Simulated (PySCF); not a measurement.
## Sb²⁶⁺: ionisation energy

Sb²⁶⁺ [Ar] 3d7 (4F) → Sb²⁷⁺ [Ar] 3d6 (5D), as a difference of total energies. All numbers are calculated (PySCF 2.14, scalar relativity by spin-free X2C-1e, in an even-tempered Gaussian basis (19 s from 3.1 bohr⁻², ratio 2.5; 13 p from 4.1 bohr⁻², ratio 2.5; 8 d from 4.1 bohr⁻², ratio 2.5; 4 f from 19 bohr⁻², ratio 2.7; 3 g from 28 bohr⁻², ratio 2.7)). Correlated levels: outer shells: [Ne] frozen; virtual orbitals above 40 to 60 times the deepest correlated orbital energy dropped. The calculations carry no spin-orbit coupling.

```
                method  ionisation energy (eV)
                   UHF                  1441.1
    MP2 (outer shells)                  1442.4
SCS-MP2 (outer shells)                  1442.5
   CCSD (outer shells)                  1442.3
CCSD(T) (outer shells)                  1442.3
```

Breit and QED terms and the two-electron picture change are absent.

The reference lies between the lowest fine-structure levels, while these numbers refer to the centres of the terms.

For comparison: 1441 ± 4 eV (theoretical estimate listed by NIST; NIST Atomic Spectra Database, ionization energies).
